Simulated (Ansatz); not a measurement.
A nudged elastic band was laid between two geometries of C$_{2}$H$_{4}$O$_{3}$Si (10 atoms, charge 0, multiplicity 1).

Level of theory: RKS r2SCANh-D4/STO-3G in Ansatz 0.2.0.

```
movable images  : 5
climbing image  : yes
spring          : 5.0 eV/Å²
optimiser       : lbfgs
start path      : through a guess of the saddle point
force threshold : 0.03 eV/Å
iteration limit : 60
end points      : relaxed
```

Initial state:

```xyz
10
Properties=species:S:1:pos:R:3
O 0.842 -1.651 -0.053
C 0.647 -0.674 -0.809
O 1.120 -0.603 -2.138
C -0.153 0.637 -0.414
O -0.302 1.565 -1.239
Si -0.800 0.560 1.390
H 1.603 -1.500 -2.239
H -1.702 -0.559 1.517
H -1.492 1.785 1.701
H 0.319 0.389 2.285
```

Final state:

```xyz
10
Properties=species:S:1:pos:R:3
O -0.156 -1.755 -0.560
C 0.401 -0.700 -0.934
O 1.182 -0.596 -2.107
C 0.328 0.687 -0.168
O 0.922 1.693 -0.615
Si -0.735 0.566 1.423
H 1.133 -1.549 -2.479
H -0.154 -0.418 2.304
H -2.075 0.170 1.064
H -0.763 1.851 2.076
```

Problem. Which bonds break or form, and what moves?

Solution. No bond is made or broken. The dihedral O5–C4–Si6–H10 goes from -121 to 0°. The two ends are copies of one structure, up to a mirror image or an exchange of like atoms.

Problem. What energy profile does the band end with?

Solution. It converged. The highest image is number 2 of 0 to 6, 0.044 eV above the ends, which have the same energy within 2 meV. Another band between the same ends (5 images) ends at a top of the same energy, where a vibrational analysis finds 1 clearly imaginary mode. Limits of this set-up: minimal basis.

```json
{"image": "0", "path coordinate (Å)": "0.00", "energy (eV)": "0.000", "dihedral O5–C4–Si6–H10 (°)": "-121"}
{"image": "1", "path coordinate (Å)": "0.92", "energy (eV)": "0.022", "dihedral O5–C4–Si6–H10 (°)": "-92"}
{"image": "2", "path coordinate (Å)": "1.85", "energy (eV)": "0.044", "dihedral O5–C4–Si6–H10 (°)": "-63"}
{"image": "3", "path coordinate (Å)": "2.38", "energy (eV)": "0.041", "dihedral O5–C4–Si6–H10 (°)": "-47"}
{"image": "4", "path coordinate (Å)": "2.90", "energy (eV)": "0.028", "dihedral O5–C4–Si6–H10 (°)": "-31"}
{"image": "5", "path coordinate (Å)": "3.42", "energy (eV)": "0.010", "dihedral O5–C4–Si6–H10 (°)": "-16"}
{"image": "6", "path coordinate (Å)": "3.93", "energy (eV)": "0.000", "dihedral O5–C4–Si6–H10 (°)": "0"}
```

Problem. What is the geometry of the highest image?

Solution. 
```xyz
10
Properties=species:S:1:pos:R:3:forces:R:3
O 0.344 -1.882 -0.368 0.00 0.00 0.01
C 0.522 -0.757 -0.882 0.00 0.00 0.00
O 1.159 -0.565 -2.130 0.00 0.00 0.00
C 0.095 0.649 -0.278 0.00 0.01 0.00
O 0.347 1.693 -0.923 0.00 -0.01 0.00
Si -0.780 0.584 1.430 0.00 0.00 0.00
H 1.380 -1.528 -2.403 0.00 0.00 0.00
H -0.991 -0.781 1.842 0.00 0.00 -0.01
H -2.045 1.270 1.323 0.00 0.00 0.00
H 0.051 1.266 2.392 0.00 0.00 0.01
```

Time of the run: 14 min on 1 thread of Arm Neoverse V1, on a shared host, peak memory 0.13 GiB.
